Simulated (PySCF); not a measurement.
## Electron correlation in In (indium, neutral)

[Kr] 4d10 5s2 5p1, 2P determinant. All numbers are calculated (PySCF 2.14, scalar relativity through the core potential, in def2-SVP with the def2 core potential (28 electrons) (4s4p2d, 26 functions)). Frozen: 4s2 4p6 4d10; 3 electrons correlated.

MP2 pair energies summed by pair of shells (mhartree):

```json
{"pair": "5s-5s", "energy": "-15.69", "share (%)": "61.7"}
{"pair": "5s-5p", "energy": "-9.74", "share (%)": "38.3"}
```

Total MP2 correlation energy: -25.42 mhartree.

Same-spin part -1.84 and opposite-spin part -23.59 mhartree; SCS-MP2 scales them by 1/3 and 6/5 to -28.92 mhartree.

| level | correlation energy (mhartree) |
| --- | --- |
| CCSD | -37.87 |
| (T) | -0.41 |
| CCSD(T) | -38.28 |

Diagnostics: T1 = 0.0096, D1 = 0.0229, largest double amplitude 0.091.

Cost of the coupled-cluster step: 0.08 s of wall time on 1 thread of Neoverse-V2 (shared host), for 3 correlated electrons.

Iterations:

```
CC2 = 0
CCSD nocc = (np.int64(2), np.int64(1)), nmo = (17, 17)
frozen orbitals [[0, 1, 2, 3, 4, 5, 6, 7, 8], [0, 1, 2, 3, 4, 5, 6, 7, 8]]
max_cycle = 100
direct = 0
conv_tol = 1e-08
conv_tol_normt = 1e-06
diis_space = 8
diis_start_cycle = 0
Init t2, MP2 energy = -0.0254244855828312
Init E_corr(UCCSD) = -0.0254244855832828
cycle = 1  E_corr(UCCSD) = -0.0334399534269478  dE = -0.00801546784  norm(t1,t2) = 0.0527493
cycle = 2  E_corr(UCCSD) = -0.0361296100016501  dE = -0.00268965657  norm(t1,t2) = 0.0213911
cycle = 3  E_corr(UCCSD) = -0.037880562162951  dE = -0.00175095216  norm(t1,t2) = 0.00956616
cycle = 4  E_corr(UCCSD) = -0.0378648978904375  dE = 1.56642725e-05  norm(t1,t2) = 0.00118803
cycle = 5  E_corr(UCCSD) = -0.0378758344466709  dE = -1.09365562e-05  norm(t1,t2) = 0.000141131
cycle = 6  E_corr(UCCSD) = -0.037871950658738  dE = 3.88378793e-06  norm(t1,t2) = 2.23632e-05
cycle = 7  E_corr(UCCSD) = -0.0378736554540868  dE = -1.70479535e-06  norm(t1,t2) = 6.58249e-06
cycle = 8  E_corr(UCCSD) = -0.0378731038435365  dE = 5.5161055e-07  norm(t1,t2) = 2.69642e-06
cycle = 9  E_corr(UCCSD) = -0.0378731199884959  dE = -1.61449594e-08  norm(t1,t2) = 2.34584e-07
cycle = 10  E_corr(UCCSD) = -0.0378731212100643  dE = -1.2215684e-09  norm(t1,t2) = 2.78659e-08
UCCSD converged
E(UCCSD) = -189.2442092458297  E_corr = -0.03787312121006432
UCCSD(T) correction = -0.000405403351619482
```
